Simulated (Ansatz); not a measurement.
Level of theory: frozen-core CCSD(T)/cc-pVTZ // PBE0-D3(BJ)/def2-TZVP (Ansatz, a quantum-chemistry and plane-wave program).

Ansatz 0.2 input:
```yaml
crystal:
  periodic: [false, false, false]
  atoms:
    - { symbol: F, position_ang: [-0.806312, -0.656546, 1.620338] }
    - { symbol: Si, position_ang: [0.00298, -0.110372, 0.361597] }
    - { symbol: S, position_ang: [0.725405, 1.766378, 1.021079] }
    - { symbol: S, position_ang: [1.633953, -1.354718, -0.138457] }
    - { symbol: S, position_ang: [-1.279659, -0.053636, -1.320676] }
    - { symbol: H, position_ang: [1.118212, 2.119886, -0.214625] }
    - { symbol: H, position_ang: [0.855868, -2.317788, -0.666102] }
    - { symbol: H, position_ang: [-2.250448, 0.606796, -0.663154] }
basis:
  gaussian: { orbitals: cc-pVTZ }
correlation:
  method: ccsd_t
```

Output:

```
Functional definition: HF
1209 factors; integrals over basis functions are off by at most 1.0e-3 eV
mean field evaluation 1: about -43072.2736 eV, gradient 3.1e1 eV
mean field evaluation 2: about -43072.6397 eV, gradient 3.2e1 eV
mean field evaluation 4: about -43075.2143 eV, gradient 3.4e0 eV
mean field evaluation 8: about -43075.2873 eV, gradient 2.9e-1 eV
mean field evaluation 16: about -43075.2878 eV, gradient 2.4e-6 eV
mean field -43075.28779131 eV, -1582.9876288518 hartree, gradient 2.4e-6 eV, S^2 0.000000; 0 other end points of the search recorded, 0 dependent functions left out
21 core orbitals not correlated
reference -43075.28779131 eV, -1582.9876288518 hartree; 16, 16 occupied and 171, 171 virtual orbitals, 1209 factors
second order -24.38536308 eV of doubles, -0.00000000 eV of singles
cycle   1  -25.14676587 eV  change   -7.6e-1 eV  update   1.1e-1
cycle   2  -25.71394222 eV  change   -5.7e-1 eV  update   3.1e-2
cycle   3  -25.83157931 eV  change   -1.2e-1 eV  update   1.6e-2
cycle   4  -25.82186461 eV  change    9.7e-3 eV  update   3.5e-3
cycle   5  -25.81918737 eV  change    2.7e-3 eV  update   1.4e-3
cycle   6  -25.81922539 eV  change   -3.8e-5 eV  update   4.4e-4
cycle   7  -25.81888683 eV  change    3.4e-4 eV  update   1.5e-4
cycle   8  -25.81887651 eV  change    1.0e-5 eV  update   4.6e-5
cycle   9  -25.81890300 eV  change   -2.6e-5 eV  update   1.9e-5
perturbative correction -1.09843256 eV, -0.0403666522 hartree
Total energy: -43102.20512687 eV, -1583.9768226886 hartree
```

Cost: roughly 2.8 core-minutes.
